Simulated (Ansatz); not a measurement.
Geometry optimisation, RKS B3LYP/6-31G in Ansatz.

Input:

```yaml
crystal:
  periodic: [false, false, false]
  atoms:
    - { symbol: B, position_ang: [-0.79575, -1.263042, -0.54312] }
    - { symbol: Cl, position_ang: [2.246334, -0.393359, -0.499097] }
    - { symbol: O, position_ang: [-0.546729, -2.207416, -1.504931] }
    - { symbol: O, position_ang: [-0.864981, -1.558592, 0.786354] }
    - { symbol: H, position_ang: [-0.467704, 1.712041, 0.357943] }
    - { symbol: F, position_ang: [-1.090244, 0.053144, -0.911049] }
    - { symbol: H, position_ang: [1.808577, 0.703123, 0.130726] }
    - { symbol: "N", position_ang: [0.230865, 2.172997, 0.933621] }
    - { symbol: H, position_ang: [-0.410303, -1.910701, -2.421014] }
    - { symbol: H, position_ang: [-0.618556, -2.45982, 1.054679] }
    - { symbol: H, position_ang: [0.107459, 2.012688, 1.924263] }
    - { symbol: H, position_ang: [0.401134, 3.138837, 0.691724] }
basis:
  gaussian: { orbitals: "6-31G" }
hamiltonian:
  xc: b3lyp
relax:
  f_tol: 0.03
  max_steps: 50
```

Command:

```bash
$ ansatz run input.yaml --threads 1 --pin off --max-ram 2048MiB --backend cpu --events-out ev --progress --plain --runs-dir out
```

Q: Where does it end, and by what steps?

A: The forces met the threshold. Limits of this set-up: no polarisation functions. After 25 steps the energy has fallen by 0.927 eV; H11 moved furthest, 1.44 Å. Parted: Cl2–H7. Joined: H7–N8.

```tsv
step	energy less start (eV)	largest force component (eV/Å)	accepted
0	0.0000	0.441	yes
1	-0.1838	0.498	yes
2	-0.4012	0.957	yes
3	-0.5740	1.047	yes
4	-0.7758	0.430	yes
5	-0.8042	0.582	yes
6	-0.8235	0.453	yes
7	-0.8409	0.334	yes
8	-0.8445	0.340	yes
9	-0.8584	0.206	yes
10	-0.8643	0.120	yes
11	-0.8635	0.522	no
12	-0.8707	0.082	yes
13	-0.8745	0.200	yes
14	-0.8712	0.596	no
15	-0.8799	0.142	yes
16	-0.8852	0.140	yes
17	-0.8894	0.469	yes
18	-0.9035	0.171	yes
19	-0.9000	0.524	no
20	-0.9128	0.101	yes
21	-0.9209	0.174	yes
22	-0.9217	0.130	yes
23	-0.9241	0.214	yes
24	-0.9267	0.048	yes
25	-0.9270	0.023	yes
```

```xyz
12
Properties=species:S:1:pos:R:3
B -0.672 -1.002 -0.551
Cl 2.044 -0.095 -0.841
O -0.522 -2.194 -1.190
O -0.694 -0.927 0.843
H -0.325 2.128 0.137
F -1.118 0.154 -1.173
H 1.089 1.140 0.158
N 0.302 1.634 0.772
H -0.249 -2.205 -2.121
H -0.358 -1.711 1.310
H -0.199 0.821 1.182
H 0.702 2.257 1.473
```

The run took 2.3 min on 1 thread of Arm Neoverse V1, on a shared host, peak memory 0.2 GiB.
